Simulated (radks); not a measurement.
Q: Sm II, 61 electrons, occupied as [Xe] 4f6 6s1. Method: Dirac Kohn-Sham, OLYP, spin-unpolarised, spherical densities, point nucleus; open shells fill j = l - 1/2 first; computed with a radial shooting solver on a logarithmic mesh with Libxc functionals. Some entries of the table are withheld. Estimate them.

orbital  occ.  eigenvalue (hartree)  <r> (bohr)
1s1/2       2             -1713.827     0.02274
2s1/2       2             -280.2826     0.09648
2p1/2       2             -265.6856         (1)
2p3/2       4             -243.5355         (2)
3s1/2       2             -61.59161      0.2545
3p1/2       2             -55.31533      0.2441
3p3/2       4             -50.82609      0.2568
3d3/2       4             -39.96112      0.2284
3d5/2       6             -38.98445      0.2324
4s1/2       2             -12.40850      0.5789
4p1/2       2             -10.00163      0.5930
4p3/2       4              -9.01568      0.6220
4d3/2       4              -5.05811      0.6643
4d5/2       6              -4.88176      0.6747
5s1/2       2                   (3)       1.409
5p1/2       2              -1.16877       1.587
5p3/2       4              -1.03808       1.680
4f5/2       6              -0.32355         (4)
4f7/2       0              -0.30349         (5)
6s1/2       1              -0.29481       3.992
5d3/2       0              -0.25876       2.782
5d5/2       0              -0.25001       2.857
6p1/2       0                   (6)       5.090
6p3/2       0                   (7)       5.347

A: 
(1) 2p1/2 <r> (bohr): 0.08073
(2) 2p3/2 <r> (bohr): 0.08735
(3) 5s1/2 eigenvalue (hartree): -1.81301
(4) 4f5/2 <r> (bohr): 0.9909
(5) 4f7/2 <r> (bohr): 1.009
(6) 6p1/2 eigenvalue (hartree): -0.19468
(7) 6p3/2 eigenvalue (hartree): -0.18468
